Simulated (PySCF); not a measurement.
Harmonic spectrum computed at PBE in the def2-TZVP basis family (core potentials from Rb on, PySCF, no spin–orbit coupling):

| ω (cm⁻¹) | IR (km/mol, summed over degenerate members) | degeneracy |
| --- | --- | --- |
| 90 | 0.0 | 2 |
| 119 | 26.2 | 3 |
| 341 | 0.0 | 1 |
| 380 | 181 | 3 |

Q: Which molecule gave it? In each, all ligands are bound to the one heavy central atom.
A. GeCl₄ (singlet)
B. ZrCl₄ (singlet)
C. TiCl₄ (singlet)
D. SiCl₄ (singlet)
E. SnCl₄ (singlet)

A: E. It has Td symmetry with Sn–Cl 2.316 Å (×4).
